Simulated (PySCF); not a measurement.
Species: C6H6O.
Bonds: O1–C2, C2–C3 (double), C3–C4, C4–C5 (double), C5–C6, C6–C7 (double), C3–C7. Hydrogens: H8 on O1; H9 on C2; H10 on C4; H11 on C5; H12 on C6; H13 on C7.

Computed by this run: PBE0-D3(BJ)/def2-SVP geometry optimisation, gas phase in PySCF 2.14.0; density fitting, grid level 2; the optimiser is geomeTRIC in internal coordinates, started from a GFN2-xTB structure.

Step 0: E = -8349.7705 eV
```
atom  x, y, z in Å  |  force x, y, z in eV/Å
O1      2.5069   -0.9051   -0.1912   -0.372   0.303   0.049
C2      1.7081    0.1673   -0.0269    0.591  -0.638  -0.100
C3      0.3657    0.0835   -0.0009   -0.386  -0.189  -0.009
C4     -0.4658   -1.1013   -0.1348    0.586  -0.034  -0.028
C5     -1.7536   -0.7143   -0.0472   -0.216   0.218   0.039
C6     -1.8040    0.7207    0.1456   -0.236  -0.170  -0.017
C7     -0.5461    1.2030    0.1743    0.497   0.073  -0.008
H8      3.4373   -0.6572   -0.1862   -0.104   0.133   0.022
H9      2.1920    1.1326    0.0886    0.250   0.323   0.034
H10    -0.0759   -2.0903   -0.2787    0.157  -0.602  -0.083
H11    -2.6225   -1.3448   -0.1069   -0.433  -0.407  -0.042
H12    -2.7144    1.2839    0.2465   -0.452   0.373   0.062
H13    -0.2322    2.2223    0.3001    0.117   0.617   0.081
```

Q: Estimate the geometry and energy of step 1. (The exact step hangs on the optimiser's Hessian estimate; all steps are aligned on step 0, rigid shifts and turns removed.)

A: E = -8349.8181 eV, largest force 0.134 eV/Å
```
atom  x, y, z in Å  |  force x, y, z in eV/Å
O1      2.5037   -0.9016   -0.1896    0.084  -0.038  -0.011
C2      1.7153    0.1601   -0.0294   -0.065   0.114   0.024
C3      0.3645    0.0751   -0.0036    0.075   0.016  -0.004
C4     -0.4596   -1.1163   -0.1388    0.002  -0.050  -0.003
C5     -1.7588   -0.7179   -0.0472   -0.073  -0.081  -0.010
C6     -1.8074    0.7250    0.1470   -0.070   0.073   0.010
C7     -0.5359    1.2093    0.1736    0.009   0.041   0.006
H8      3.4273   -0.6320   -0.1782   -0.007  -0.020  -0.004
H9      2.2088    1.1355    0.0862   -0.015  -0.059  -0.008
H10    -0.0813   -2.1275   -0.2855   -0.008   0.036   0.006
H11    -2.6343   -1.3684   -0.1085    0.036   0.029   0.003
H12    -2.7220    1.3122    0.2529    0.035  -0.026  -0.005
H13    -0.2247    2.2471    0.3033   -0.004  -0.037  -0.005
```

The energy changes by -0.0476 eV. The first-order estimate −F·Δx gives -0.1010 eV and the mean of the old and new forces, exact on a quadratic surface, -0.0480 eV. The step makes an angle of 45° with the force vector and moves no atom by more than 0.038 Å.

What follows is the cost of the whole optimisation. Time: 23 s wall; peak memory 0.68 GiB. Hardware: an Arm Neoverse V2 with one thread, shared host with 96 logical CPUs at a one-minute load of 32.
